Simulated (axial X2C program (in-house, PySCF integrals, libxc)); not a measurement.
# Sb₂⁻ along the bond: TPSS, two-component

All values were computed with an axial X2C code built on PySCF integrals. Two-component (2c) means X2C with spin–orbit coupling and atomic mean-field two-electron Coulomb and Gaunt terms. Basis: Sb dyall-acv3z [12s13p9d5f1g] (cores contracted in-house); Gaussian nuclei, density fitting, unrestricted open shells. Masses: Sb 120.904 u.

State: Ω = 1/2 (⟨Sz⟩ = -0.49, ⟨Lz⟩ = 0.99 at TPSS).

Results along the bond:

```
R (Å)  HOMO (eV)  LUMO (eV)
2.423       1.22       1.52
2.501       1.10       1.41
2.578       0.99       1.30
2.668       0.86       1.17
2.759       0.74       1.05
2.874       0.59       0.90
```

Occupations by symmetry block were frozen at the best pattern of an incomplete PBE0 search. Density functionals use the spin component along the axis (collinear). Without a current term, density functionals place determinants with orbital angular momentum somewhat too high. The highest occupied level of some functionals is positive through self-interaction error; at Hartree–Fock it is bound. The LUMO of an anion is an unbound level whose energy the basis sets.
